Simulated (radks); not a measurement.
Results of a calculation; reference values are marked as such.
Problem. Species: C4-. Configuration: [Ne]. Level of theory: scalar-relativistic Kohn-Sham, LB94 model potential, spin-polarised, spherical densities, point nucleus; Watson sphere of charge +4 and radius 2.24 bohr (a radial shooting solver on a logarithmic mesh with Libxc functionals). Some entries of the table are withheld. Estimate them.

| orbital | occ. | eigenvalue (hartree) | <r^2> (bohr^2) | r(max) (bohr) |
|---|---|---|---|---|
| 1s | 2 | (1) | (2) | 0.1745 |
| 2s | 2 | -0.67872 | (3) | 1.366 |
| 2p | 6 | (4) | 5.573 | (5) |

Solution. 
(1) 1s eigenvalue (hartree): -10.51658
(2) 1s <r^2> (bohr^2): 0.09737
(3) 2s <r^2> (bohr^2): 3.844
(4) 2p eigenvalue (hartree): -0.39877
(5) 2p r(max) (bohr): 1.729
